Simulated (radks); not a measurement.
The numbers below are computed, except where a source is named.
All-electron atom: neutral oxygen in [He] 2s2 2p4.

Level of theory: scalar-relativistic Kohn-Sham, PBE, spin-polarised, spherical densities, point nucleus; open shells are filled with parallel spins first (a radial shooting solver on a logarithmic mesh with Libxc functionals).

Energy parts (eV):
total: -2042.421
kinetic: 2039.732
electron-nucleus: -4848.757
Hartree: 993.677
exchange-correlation: -227.073

Orbitals (lengths in bohr, moments of r in powers of bohr):
orbital  occ.  eigenvalue (eV)     <r>  <1/r>
1s up       1        -514.8140  0.1997  7.630
1s down     1        -513.5812  0.1993  7.641
2s up       1         -25.2162   1.128  1.294
2s down     1         -21.9678   1.159  1.262
2p up       3         -10.2236   1.231  1.127
2p down     1          -7.1857   1.335  1.066

The highest occupied level is 2p down at -7.186 eV. The density falls to 0.001 e/bohr^3 at r = 3.28 bohr. Summed over all electrons, <r^2> = 11.72 bohr^2, which gives a Langevin (diamagnetic) susceptibility term of -9.28 x 10^-6 cm^3/mol.
